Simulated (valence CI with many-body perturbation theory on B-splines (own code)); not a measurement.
Er46+: calculated level list

Computed by configuration interaction combined with many-body perturbation theory (CI+MBPT): four valence electrons over a frozen Dirac-Fock core [Ar], radial functions for each j: 7 s, 7 p, 8 d, 6 f, 4 g, 1 h, with the one-electron correlation potential Σ1, the two-electron term Σ2, the three-electron term Σ3, Breit, model QED; selected CI, second order for the rest, scaled by the run's own slope (own B-spline code, finite nucleus).

The last digits are not significant, and no measured levels were compared; by estimate large intervals hold to a few tenths of a per cent, small ones and those within an open d or f shell to about a per cent. Excitations out of the core, of the other parity, are not computed and may begin above about 214 eV (a cautious bound); beyond it only levels of the ground parity were kept, without lifetimes. Only levels of the ground parity were solved; by the run's estimate the other parity begins above the list, which can be wrong where configurations are misplaced.

Levels 1 to 34 of 34, with energies above the lowest level, (3d3/2^4) J=0. "Leading %" is the weight of the configuration and term that name the level; weights of strongly mixed levels are sums over their largest components and can fall short. In the jj column 3d3/2^4 stands for four electrons in 3d with j = 3/2.

| No. | Configuration | Term | J | E (cm⁻¹) | Leading % | Second component | Leading jj | g |
| --- | --- | --- | --- | --- | --- | --- | --- | --- |
| 1 | 3d⁴ | ³P | 0 | 0 | 59 | 28 % 3d⁴ ⁵D | 3d3/2^4 (98 %) |  |
| 2 | 3d⁴ | ⁵D | 1 | 328200 | 60 | 40 % 3d⁴ ³P | 3d3/2^3 3d5/2 (98 %) | 1.492 |
| 3 | 3d⁴ | ³F | 4 | 416440 | 29 | 23 % 3d⁴ ³H | 3d3/2^3 3d5/2 (98 %) | 1.072 |
| 4 | 3d⁴ | ⁵D | 2 | 430320 | 41 | 16 % 3d⁴ ³F | 3d3/2^3 3d5/2 (90 %) | 1.229 |
| 5 | 3d⁴ | ³F | 3 | 457200 | 30 | 22 % 3d⁴ ⁵D | 3d3/2^3 3d5/2 (93 %) | 1.140 |
| 6 | 3d⁴ | ⁵D | 0 | 720180 | 66 | 22 % 3d⁴ ¹S | 3d3/2^2 3d5/2^2 (98 %) |  |
| 7 | 3d⁴ | ⁵D | 2 | 730970 | 47 | 19 % 3d⁴ ³F | 3d3/2^2 3d5/2^2 (92 %) | 1.227 |
| 8 | 3d⁴ | ³H | 4 | 741140 | 40 | 38 % 3d⁴ ⁵D | 3d3/2^2 3d5/2^2 (97 %) | 1.147 |
| 9 | 3d⁴ | ⁵D | 3 | 755740 | 48 | 35 % 3d⁴ ³G | 3d3/2^2 3d5/2^2 (91 %) | 1.157 |
| 10 | 3d⁴ | ³H | 5 | 785220 | 67 | 33 % 3d⁴ ³G | 3d3/2^2 3d5/2^2 (100 %) | 1.078 |
| 11 | 3d⁴ | ¹I | 6 | 806600 | 51 | 49 % 3d⁴ ³H | 3d3/2^2 3d5/2^2 (99 %) | 1.072 |
| 12 | 3d⁴ | ³P | 1 | 816390 | 43 | 39 % 3d⁴ ³D | 3d3/2^2 3d5/2^2 (95 %) | 1.102 |
| 13 | 3d⁴ | ³G | 4 | 845380 | 56 | 38 % 3d⁴ ¹G | 3d3/2^2 3d5/2^2 (98 %) | 1.028 |
| 14 | 3d⁴ | ³F | 3 | 845460 | 44 | 26 % 3d⁴ ³D | 3d3/2^2 3d5/2^2 (96 %) | 1.081 |
| 15 | 3d⁴ | ³D | 2 | 858150 | 33 | 31 % 3d⁴ ³F | 3d3/2^2 3d5/2^2 (96 %) | 1.088 |
| 16 | 3d⁴ | ³F | 2 | 947940 | 49 | 29 % 3d⁴ ³P | 3d3/2^2 3d5/2^2 (95 %) | 0.982 |
| 17 | 3d⁴ | ³F | 4 | 984940 | 65 | 24 % 3d⁴ ¹G | 3d3/2^2 3d5/2^2 (93 %) | 1.193 |
| 18 | 3d⁴ | ³P | 2 | 1071600 | 37 | 36 % 3d⁴ ¹D | 3d3/2^2 3d5/2^2 (91 %) | 1.159 |
| 19 | 3d⁴ | ⁵D | 4 | 1140200 | 33 | 24 % 3d⁴ ³H | 3d3/2 3d5/2^3 (92 %) | 1.146 |
| 20 | 3d⁴ | ³F | 3 | 1148000 | 44 | 27 % 3d⁴ ⁵D | 3d3/2 3d5/2^3 (96 %) | 1.173 |
| 21 | 3d⁴ | ³P | 0 | 1165800 | 62 | 38 % 3d⁴ ¹S | 3d3/2^2 3d5/2^2 (67 %) |  |
| 22 | 3d⁴ | ³D | 1 | 1184900 | 53 | 27 % 3d⁴ ³P | 3d3/2 3d5/2^3 (96 %) | 0.958 |
| 23 | 3d⁴ | ³G | 5 | 1189200 | 67 | 33 % 3d⁴ ³H | 3d3/2 3d5/2^3 (100 %) | 1.136 |
| 24 | 3d⁴ | ³H | 6 | 1195200 | 51 | 49 % 3d⁴ ¹I | 3d3/2 3d5/2^3 (99 %) | 1.076 |
| 25 | 3d⁴ | ³F | 2 | 1250600 | 48 | 39 % 3d⁴ ³P | 3d3/2 3d5/2^3 (93 %) | 1.059 |
| 26 | 3d⁴ | ³D | 3 | 1265200 | 37 | 34 % 3d⁴ ¹F | 3d3/2 3d5/2^3 (98 %) | 1.088 |
| 27 | 3d⁴ | ¹S | 0 | 1334600 | 78 | 17 % 3d⁴ ³P | 3d3/2 3d5/2^3 (61 %) |  |
| 28 | 3d⁴ | ³F | 3 | 1371800 | 65 | 31 % 3d⁴ ¹F | 3d3/2 3d5/2^3 (100 %) | 1.055 |
| 29 | 3d⁴ | ³P | 1 | 1375700 | 90 | 8 % 3d⁴ ³D | 3d3/2 3d5/2^3 (98 %) | 1.413 |
| 30 | 3d⁴ | ¹G | 4 | 1379400 | 68 | 22 % 3d⁴ ³F | 3d3/2 3d5/2^3 (96 %) | 1.043 |
| 31 | 3d⁴ | ¹D | 2 | 1409900 | 65 | 25 % 3d⁴ ³P | 3d3/2 3d5/2^3 (84 %) | 1.106 |
| 32 | 3d⁴ | ³F | 4 | 1596800 | 47 | 21 % 3d⁴ ¹G | 3d5/2^4 (97 %) | 1.156 |
| 33 | 3d⁴ | ¹D | 2 | 1677800 | 37 | 24 % 3d⁴ ³D | 3d5/2^4 (90 %) | 1.077 |
| 34 | 3d⁴ | ³P | 0 | 1863600 | 50 | 49 % 3d⁴ ¹S | 3d5/2^4 (89 %) |  |

The ionisation energy to 3d³ ⁴F3/2 of the next ion comes out as 3916.9 eV (NIST: 3916 ± 4 eV (theoretical)). All 34 levels together are meant to be complete up to 1727600 cm⁻¹.
